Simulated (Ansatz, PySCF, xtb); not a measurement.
Isomers of C4H9Br: 1 is CC(C)(C)Br, 2 is C(Br)C(C)C; one conformer of each (the lowest of an xTB search), B3LYP-D3(BJ)/def2-TZVP minima.
Isomer 1 (charge 0, multiplicity 1):
```xyz
14

C      1.457     0.088    -0.025
C     -0.034     0.018    -0.310
C     -0.782     1.199     0.284
C     -0.633    -1.310     0.121
Br    -0.253     0.136    -2.319
H      1.614     0.027     1.056
H      1.884     1.025    -0.380
H      1.989    -0.737    -0.495
H     -0.685     1.168     1.374
H     -0.374     2.145    -0.069
H     -1.842     1.163     0.034
H     -0.532    -1.408     1.207
H     -0.118    -2.147    -0.347
H     -1.691    -1.367    -0.130
```
Isomer 2 (charge 0, multiplicity 1):
```tsv
atom	x (Å)	y (Å)	z (Å)
C	-0.3960	-1.2908	0.6558
C	0.1069	0.1258	0.3534
C	1.3473	0.0901	-0.5354
C	-1.0328	0.9150	-0.2704
Br	-0.6252	2.8378	-0.4817
H	-0.6877	-1.8067	-0.2627
H	0.3899	-1.8799	1.1311
H	-1.2585	-1.2777	1.3249
H	0.3672	0.6069	1.3008
H	1.7196	1.0935	-0.7395
H	1.1213	-0.3885	-1.4924
H	2.1459	-0.4793	-0.0575
H	-1.9273	0.8913	0.3453
H	-1.2706	0.5627	-1.2718
```

No zero-point or thermal terms.

Rows in 3-21G carry no dispersion term and start afresh at each structure; the Pople sets are all-electron and without relativity.

The values were computed with Ansatz (a quantum-chemistry and plane-wave program) with Gaussian orbitals; PySCF for 3-21G rows; xtb for the GFN methods. Values without a source in brackets are computed.

### Question
One of these levels gives 4.18 kcal/mol for the electronic energy of isomer 2 less that of isomer 1. Which?
(A) BHLYP/def2-TZVPP
(B) GFN2-xTB
(C) HF/3-21G

### Answer
C, HF/3-21G. The others give 3.05 (GFN2-xTB), 2.50 (BHLYP/def2-TZVPP)
